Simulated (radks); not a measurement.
Values are calculated unless marked as measured or tabulated.
N+, configuration [He] 2s1 2p3 (not the ground configuration). Code: a radial shooting solver on a logarithmic mesh with Libxc functionals. Model: scalar-relativistic Kohn-Sham, BLYP, spin-polarised, spherical densities, point nucleus; open shells are filled with parallel spins first.

Normalised radial functions P(r) = r R(r), r in bohr:

```
   r/bohr * 1s down (the largest magnitude, 1.86, reaches the edge; | marks zero)
 0.007978 |       *
  0.01081 |         *
  0.01477 |             *
  0.02002 |                 *
  0.02735 |                       *
  0.03706 |                             *
  0.05063 |                                    *
  0.06862 |                                           *
  0.09375 |                                                  *
   0.1271 |                                                      *
   0.1736 |                                                      *
   0.2352 |                                                *
   0.3214 |                                     *
   0.4356 |                        *
   0.5903 |            *
   0.8064 |    *
    1.093 |*
    1.493 *
    2.024 *
    2.765 *
    3.747 *
```

1s down: eigenvalue -399.13 eV, 0 radial nodes, <r> = 0.229 bohr, 90 % of the charge inside 0.411 bohr.
